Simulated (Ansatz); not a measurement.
Computed with Ansatz on PBE0-D4/def2-TZVP structures; ΔE is electronic, products minus reactants. CCSD(T)/CBS is the MP2 limit (def2-TZVPP, def2-QZVPP) plus CCSD(T) − MP2 in def2-TZVPP, frozen cores. This one scheme is used for every species. Elements past krypton have def2 core potentials. For I, Sn outer-core shells are correlated without core-valence functions, which leaves a few kJ/mol of doubt a bond.

`N#[C][Sn]([Cl])([Cl])[Cl]` + HI → `[Cl][Sn]([Cl])([Cl])[I]` + `C#N`  (ligand exchange at the Sn–C bond)

`N#[C][Sn]([Cl])([Cl])[Cl]`:

```xyz
6

N    -2.483    1.050   -0.375
C    -1.433    0.605   -0.213
Sn    0.472   -0.200    0.072
Cl    1.994    1.501    0.113
Cl    0.938   -1.625   -1.650
Cl    0.511   -1.331    2.054
```

HI:

Cartesian coordinates in Å:
```
I 0.168 0.020 0.787
H -0.168 -0.020 -0.787
```

`[Cl][Sn]([Cl])([Cl])[I]`:

```xyz
5

Cl   -0.814    1.760    1.254
Sn   -0.034    0.004   -0.004
Cl   -1.183   -1.882    0.624
Cl   -0.530    0.435   -2.205
I     2.560   -0.317    0.331
```

`C#N`:

Cartesian coordinates in Å:
```
C 0.020 -0.002 -0.016
N -0.851 0.115 0.718
H 0.832 -0.112 -0.702
```

| species | CCSD(T)/CBS(def2) energy (Eh) |
| --- | --- |
| `N#[C][Sn]([Cl])([Cl])[Cl]` | -1686.23005 |
| HI | -298.03592 |
| `[Cl][Sn]([Cl])([Cl])[I]` | -1890.98666 |
| `C#N` | -93.32098 |

(1) Work out ΔE.

Largest T1 diagnostic among the species: 0.014.

## Answers

(1) ΔE = (-1890.98666) + (-93.32098) − (-1686.23005) − (-298.03592) = -0.04167 Eh = -109.4 kJ/mol.

The D4 term adds −5.1 kJ/mol with B3LYP and −2.7 kJ/mol with PBE0; it sums over pairs of atoms, weighted by their polarisabilities, and B3LYP, whose exchange is more repulsive, gets the larger term. Leaving LDA and LC-ωPBE aside and taking each functional with its dispersion term where it has one, the values, not all of them listed here, spread over 14.9 kJ/mol, from BHLYP-D4 to B97M-V.

B3LYP here is the variant with VWN-RPA as its local correlation; programs differ in this.
